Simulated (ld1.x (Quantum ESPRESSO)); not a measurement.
# Configuration tests for Mn (TM)

ld1.x (Quantum ESPRESSO) 7.5 input, shortened:

```
&input
   title='Mn', zed=25., rel=0, dft='PBE', iswitch=3,
   config='[Ar] 3d5 4s2 4p0'
 /
 &inputp
   pseudotype=2, tm=.true., lloc=-1, rcloc=2.25,
   nlcc=.true., new_core_ps=.true.
 /
3
4S  1  0   2.00   0.00  1.75  1.75  0.0
4P  2  1   0.00   0.00  2.95  2.95  0.0
3D  3  2   5.00   0.00  2.05  2.05  0.0
 &test
   configts(1)='3d5 4s2 4p0'
 /
```

Energies are relative to the spin-unpolarised reference configuration 3d5 4s2 4p0; without spin polarisation the order of configurations can differ from experiment. The frozen-core shift is the all-electron ΔE with the core orbitals held at their reference shape minus the fully relaxed ΔE.

```csv
valence configuration,charge,ΔE all-electron (eV),error AE − PS (meV),frozen-core shift (meV)
3d5 4s1 4p0,+1,8.305,+1.5,+1.3
3d5 4s0 4p0,+2,23.726,-15,+7.4
3d4 4s0 4p0,+3,56.444,-305,+352
3d5 4s1.5 4p0,+0.5,3.314,+0.5,+0.3
3d3 4s0 4p0,+4,107.481,-1028,+1914
```

Question: What are ΔE and the potential's error for 3d6 4s1 4p0?

Answer: ΔE = -0.615 eV all-electron; the error (AE − PS) is -77 meV.

Question: What are ΔE and the potential's error for 3d5 4s0 4p2?

Answer: ΔE = 7.701 eV all-electron; the error (AE − PS) is +0.6 meV.

These tests converged, but a pseudo level misses the all-electron one widely, so the file describes the atom poorly there or has found another state: 3d3 4s0 4p0: empty 4s by 5.9 eV (a node warning on the way).
